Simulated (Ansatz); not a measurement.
Species: GeHSF, charge 0, singlet. GeHSF (SMILES [F][Ge][SH]).
B3LYP-D3(BJ)/def2-TZVP minimum from Ansatz (a quantum-chemistry and plane-wave program):
```xyz
4

Ge     0.4404    -0.0669     0.5211
F      0.8194     1.4809    -0.2519
S     -1.2485    -0.5895    -0.8843
H     -1.4931    -1.7556    -0.2584
```
Charge 0, spin multiplicity 1.

Atomisation energy term by term, kcal/mol (programs: Ansatz). Open shells are spin-unrestricted; no spin-orbit coupling. Correlated methods leave the cores frozen (noble-gas shells, and filled d and f shells in the p block). No relativity. CBS(X,Y): correlation extrapolated as X^-3, Hartree-Fock from the larger set. A bracket is a step between two methods taken in the basis named. For partners of very few electrons the exact lower level stands in for a higher one.

| term | basis | kcal/mol |
|---|---|---|
| Hartree-Fock | def2-QZVPP | 193.27 |
| CCSD correlation | CBS(def2-TZVPP,def2-QZVPP) | 93.01 |
| (T) | CBS(def2-TZVPP,def2-QZVPP) | 8.87 |
| CCSDT(Q) - CCSD(T) | def2-TZVPP | 0.37 |
| sum: De |  | 295.5 |

The step beyond CCSD(T) by other levels: CCSDT(Q) in def2-SVP 0.89 kcal/mol.
